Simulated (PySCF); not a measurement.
silanone (H2OSi), SMILES O=[SiH2].

Geometry: B3LYP-D3(BJ)/def2-TZVP.

Two levels are set side by side: PBE/def2-TZVPD (PySCF) and CAM-B3LYP/def2-TZVPD (PySCF). Same geometry, gas phase. Differences are taken from unrounded values.

```tsv
quantity	CAM-B3LYP	PBE	PBE minus CAM-B3LYP
orbital gap (eV)	8.47	3.62	-4.85
highest occupied level (eV)	-9.75	-6.81	2.94
lowest empty level (eV)	-1.27	-3.19	-1.92
dipole moment (D)	3.94	3.49	-0.45
mean polarisability (bohr³)	30.1	32.0	1.8
```

PBE's occupied levels lie high since its potential decays too fast outside the molecule; exact exchange lowers them and widens the gap. PBE's more diffuse valence density responds more strongly to a field. Differences between two approximate levels are no errors against the true value.

Rough cost on one machine, each run with all the roots and properties that it gave: CAM-B3LYP against PBE within a factor of 2.
